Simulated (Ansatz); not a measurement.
Born–Oppenheimer molecular dynamics of CH₄LiOSe (8 atoms, charge 1, multiplicity 1). It starts at the highest image of a converged band. Of that band: Neighbouring images differ by up to 1.8 eV, so the band resolves the path poorly. A vibrational analysis at the climbing image gives one clearly imaginary mode, 2065i cm⁻¹: a first-order saddle point.

All numbers below come from Ansatz 0.2.0, RHF/def2-SVP.

```
ensemble                      : NVE (velocity Verlet)
time step                     : 0.5 fs
steps asked                   : 200
starting velocities drawn for : 100 K
seed                          : 12283
```

First frame:

```xyz
8
Properties=species:S:1:pos:R:3
Li -0.765 -2.131 -0.532
Se -2.130 0.250 -0.152
O -0.204 -0.363 -0.312
C 0.815 0.351 0.413
H -0.908 0.333 -1.162
H 0.684 0.173 1.477
H 1.775 -0.026 0.069
H 0.734 1.413 0.200
```

Q: How far do the bonds stretch over the last three quarters of this one trajectory? (Pairs bonded in most of those frames.)

A: 
```
   bond  mean (Å)  spread (Å)  shortest  longest
Li1–Se2     2.960       0.165      2.76     3.19
 Li1–O3     1.864       0.112      1.72     2.07
 Se2–O3     1.887       0.116      1.74     2.07
 Se2–H5     1.537       0.083      1.38     1.72
  O3–C4     1.439       0.036      1.38     1.49
  C4–H6     1.089       0.011      1.07     1.11
  C4–H7     1.089       0.005      1.08     1.10
  C4–H8     1.088       0.006      1.07     1.10
```

Mean temperature of the second half: 1633 K. The conserved energy stayed within 0.55 meV per atom of its start (net change -0.26 meV per atom), so the integration is sound. The system heated up, since it started high on the potential surface and ran downhill. A run of 0.1 ps of so small a system gives no equilibrium averages. The orbitals stay closed-shell, which can raise the energy where a bond breaks towards radicals; this wasn't checked here. Limits of this set-up: the dipole of an ion depends on the origin.

Run time: 6.3 min on 1 thread of Arm Neoverse V1, with other jobs on the host, peak memory 0.17 GiB.
